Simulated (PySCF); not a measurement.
Point-charge models of `FC[C@@H]1C=CCC1` against its computed dipole.

Coordinates (GFN2-xTB, Å) and charges (e) from the PBE0/pcSseg-1 density (PySCF):

| atom | x | y | z | Mulliken | IAO | Hirshfeld | ESP-fitted |
| --- | --- | --- | --- | --- | --- | --- | --- |
| F1 | 2.870 | 0.097 | -0.802 | -0.3452 | -0.3324 | -0.1256 | -0.2391 |
| C2 | 1.950 | -0.197 | 0.176 | +0.2427 | +0.0461 | +0.0228 | -0.0193 |
| C3 | 0.555 | -0.346 | -0.426 | -0.3409 | -0.1306 | -0.0344 | +0.3077 |
| C4 | -0.027 | 0.964 | -0.881 | -0.0777 | -0.1674 | -0.0546 | -0.3870 |
| C5 | -1.258 | 1.142 | -0.440 | -0.1485 | -0.1554 | -0.0491 | -0.1503 |
| C6 | -1.741 | -0.015 | 0.381 | -0.1771 | -0.2674 | -0.0696 | +0.0479 |
| C7 | -0.471 | -0.855 | 0.606 | -0.1837 | -0.2637 | -0.0631 | -0.1694 |
| H8 | 2.280 | -1.130 | 0.646 | +0.1065 | +0.1338 | +0.0417 | +0.0580 |
| H9 | 1.987 | 0.622 | 0.901 | +0.0964 | +0.1347 | +0.0390 | +0.0959 |
| H10 | 0.636 | -1.029 | -1.280 | +0.1403 | +0.1422 | +0.0375 | +0.0137 |
| H11 | 0.540 | 1.633 | -1.505 | +0.0931 | +0.1547 | +0.0480 | +0.1824 |
| H12 | -1.890 | 1.990 | -0.643 | +0.0884 | +0.1496 | +0.0484 | +0.1217 |
| H13 | -2.195 | 0.309 | 1.318 | +0.1289 | +0.1414 | +0.0407 | +0.0278 |
| H14 | -2.498 | -0.575 | -0.174 | +0.1331 | +0.1412 | +0.0398 | +0.0317 |
| H15 | -0.661 | -1.921 | 0.501 | +0.1275 | +0.1420 | +0.0408 | +0.0341 |
| H16 | -0.086 | -0.679 | 1.612 | +0.1163 | +0.1311 | +0.0380 | +0.0443 |

Q: Form Σ q r in debye for every column and set it beside the full dipole.

A: The full density gives (-1.52, -0.53, 1.20) D, 2.01 D in size; dipole vectors point from the negative to the positive end.

```tsv
scheme	μx	μy	μz	size (D)	share of the full size (%)	angle to the full dipole (°)
Mulliken	-2.04	-1.37	2.87	3.78	188	17
IAO	-2.17	-0.81	2.04	3.09	154	5
Hirshfeld	-1.00	-0.29	0.79	1.31	65	3
ESP-fitted	-1.55	-0.54	1.22	2.05	102	0
```

Q: Which set comes closest?

A: Length of the difference vector: ESP-fitted 0.04 D, Hirshfeld 0.71 D, IAO 1.10 D, Mulliken 1.94 D. Closest: ESP-fitted. ESP charges are fitted to the potential around the molecule, whose slowest-falling term is the dipole's. The schemes that divide the density aren't constrained to reproduce the dipole.

Q: What is left for the Hirshfeld atoms' own dipoles?

A: The Hirshfeld atoms' densities add up to the full density, so μ = Σ q r + Σ (atomic dipoles). The atomic dipoles sum to (-1.52, -0.53, 1.20) − (-1.00, -0.29, 0.79) = (-0.52, -0.24, 0.41) D, 0.71 D in size.

Q: With the origin at the mean of the coordinates, (0.000, 0.001, -0.001) Å, which are the largest single terms, by size, of the ESP-fitted dipole along the direction of the full one?

A: F1 +3.08, H11 -1.52, C4 +1.41, C3 -0.86, C7 -0.77 D; all 16 atoms together +2.05 D. The single terms depend on the origin, their sum doesn't.

Q: Give the size of the full dipole in other units.

A: 2.01 D = 0.790 au = 0.418 e·Å = 6.70 × 10⁻³⁰ C·m.

One conformer (not necessarily the lowest) at the GFN2-xTB geometry, without solvent, vibrations or thermal averaging.

These values come from a run that also computed NMR shieldings. Time: 28 s wall. Hardware: x86-64 server, one thread, shared host.
